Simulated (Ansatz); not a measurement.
Reaction (ligand exchange at the Al–C bond): `C[O][Al]([CH3])[OH]` + HBr → `C[O][Al]([OH])[Br]` + CH₄

Computed with Ansatz on PBE0-D4/def2-TZVP structures; ΔE is electronic, products minus reactants. CBS: MP2 limit from def2 TZ/QZ plus the TZ coupled-cluster correction, frozen cores. This one scheme is used for every species. DFT in def2-TZVPP. B3LYP here is the variant with VWN-RPA as its local correlation; programs differ in this. For Br outer-core shells are correlated without core-valence functions, which leaves a few kJ/mol of doubt a bond. Scalar relativity is left out up to krypton. Each species was taken in one conformer, which may not be the lowest.

`C[O][Al]([CH3])[OH]`:

Z-matrix (Å, degrees):
```
C
O 1 1.395
H 1 1.096 2 110.3
H 1 1.096 2 110.3 3 118.9
H 1 1.098 2 112.8 3 -120.6
Al 2 1.690 1 134.5 3 120.5
O 6 1.694 2 117.2 1 -180.0
C 6 1.938 2 123.0 1 0.0
H 7 0.956 6 122.1 2 0.1
H 8 1.092 6 111.3 2 178.9
H 8 1.094 6 111.4 2 58.4
H 8 1.094 6 111.3 2 -60.7
```

HBr:

```xyz
2

Br    0.491    0.510    0.059
H    -0.491   -0.510   -0.059
```

`C[O][Al]([OH])[Br]`:

```xyz
9

C    -0.547   -0.899   -1.352
O    -0.308    0.263   -0.609
Al    0.353    0.617    0.879
O     0.433    2.222    1.371
Br    1.121   -1.042    2.195
H    -0.222   -1.805   -0.828
H    -1.617   -0.990   -1.563
H    -0.015   -0.845   -2.307
H     0.802    2.479    2.215
```

CH₄:

```xyz
5

C     0.000    0.000    0.000
H    -0.181    0.709   -0.807
H    -0.924   -0.530    0.232
H     0.343    0.536    0.884
H     0.762   -0.716   -0.309
```

CCSD(T)/CBS gives -1.71 eV.

(1) Another level gave -1.75 eV. Which?
A. LDA (SPW92)/def2-TZVPP
B. revPBE/def2-TZVPP
C. B3LYP/def2-TZVPP
D. BHLYP/def2-TZVPP

Largest T1 diagnostic among the species: 0.012.

## Answers

(1) D. BHLYP -1.75, revPBE -1.62, B3LYP -1.67, LDA (SPW92) -1.55 eV.

From BLYP to BHLYP (50 % exact exchange), in def2-TZVPP and without D4, ΔE moves by −0.14 eV. In def2-TZVPP, CCSD(T) changes the Hartree–Fock value by +0.20 eV (the triples alone add +0.02 eV) and MP2 by +0.13 eV.
